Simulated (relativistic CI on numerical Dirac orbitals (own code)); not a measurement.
## How well does a small relativistic CI reproduce Tl³⁺?

Method of calculation: Dirac-Coulomb-Breit CI, KLI orbitals optimised for each configuration, model QED (radiative potential, 1s self-energy scaled to tabulated hydrogen-like ionisation energies), valence Slater integrals scaled by 0.85, P86 correlation energy added to each configuration (own radial code, finite nucleus).

CI space (outside the closed core [Xe] 4f14): 5d10, 5d9 6s, 5d9 6p, 5d9 5f, 5d9 6d, 5d9 7s, 5d9 7p, 5d9 8s, 5d9 7d, 5d9 6f, 5d9 8p, 5d9 5g, 5d9 8d, 5d9 7f. Double excitations out of closed p, d and f shells are left out; levels of such configurations are missing from the list, as are those of other unlisted configurations, and high levels can miss mixing partners.

```csv
Configuration,Term (tabulated),J,Measured (cm⁻¹),Computed,Error,Purity (%)
5d10,1S,0,0.0,0,0,100
5d9 6s,3D,3,75052.0,80726,5674,100
5d9 6s,3D,2,78647.0,84743,6096,62
5d9 6s,3D,1,93676.0,98541,4865,100
5d9 6s,1D,2,96727.0,102428,5701,62
5d9 6p,3P° (computed),2,147635.0,153303,5668,70
5d9 6p,3F° (computed),3,149841.0,155667,5826,51
5d9 6p,3F° (computed),2,166435.0,171042,4607,78
5d9 6p,3P° (computed),1,167499.0,171755,4256,72
5d9 6p,3F° (computed),4,167672.0,171361,3689,100
5d9 6p,1D° (computed),2,170334.0,175433,5099,68
5d9 6p,3D° (computed),3,172272.0,176817,4545,75
5d9 6p,1P° (computed),1,175290.0,180029,4739,84
5d9 6p,3F° (computed),3,187667.0,191043,3376,48
5d9 6p,3D° (computed),1,188233.0,191815,3582,60
5d9 6p,3D° (computed),2,190144.0,194036,3892,58
```

Measured levels from Moore, Atomic Energy Levels, vol. III, NSRDS-NBS 35 (1971 reprint of NBS Circular 467, 1958); pairs were made by configuration, J and term (by order where the table uses no LS term), so strongly mixed levels may be paired wrongly. The analysis dates from before 1960.

Mean error by configuration (cm⁻¹): 5d9 6s 5584; 5d9 6p 4480. Over the excited levels the mean absolute error is 4774 cm⁻¹ (15 of the 15 excited levels that our extract of the source holds in range could be paired), and the median relative error of those above 1,000 cm⁻¹ is 2.8 %.
